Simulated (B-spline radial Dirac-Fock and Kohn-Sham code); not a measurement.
EELS cross sections of the Fe K edge

System: neutral iron, [Ar] 3d6 4s2. Calculated with a radial B-spline solver, using the first Born approximation with generalised oscillator strengths from a Dirac-Hartree-Slater potential (longitudinal and transverse terms; continuum final states only, so no white lines or fine structure). The edge is taken at 7112.0 eV (tabulated value).

Partial cross sections σ(β, Δ) in barn, integrated over a window Δ above the edge and up to the collection semi-angle β, for parallel illumination:

```csv
E₀ (kV),β (mrad),Δ = 25 eV,Δ = 50 eV,Δ = 100 eV,Δ = 200 eV,Δ = 300 eV
60,5,0.00749,0.0147,0.0290,0.0560,0.0811
60,10,0.0297,0.0583,0.115,0.222,0.322
60,50,0.593,1.16,2.30,4.46,6.48
60,100,1.53,3.00,5.94,11.6,16.9
80,100,?,?,?,?,?
100,5,0.0138,0.0270,0.0532,0.103,0.149
100,50,0.842,1.65,3.27,6.36,9.26
120,20,0.240,0.471,0.930,1.80,2.61
200,5,0.0313,0.0614,0.121,0.234,0.339
200,10,0.120,0.235,0.464,0.898,1.30
200,50,1.10,2.17,4.30,8.38,12.2
200,100,1.69,3.33,6.61,12.9,19.0
300,5,0.0535,0.105,0.207,0.400,0.579
300,20,0.549,1.08,2.13,4.14,6.03
```

Q: Give the row for 80 kV and 100 mrad.

A: 1.65 b for 25 eV, 3.25 b for 50 eV, 6.44 b for 100 eV, 12.6 b for 200 eV, 18.4 b for 300 eV.
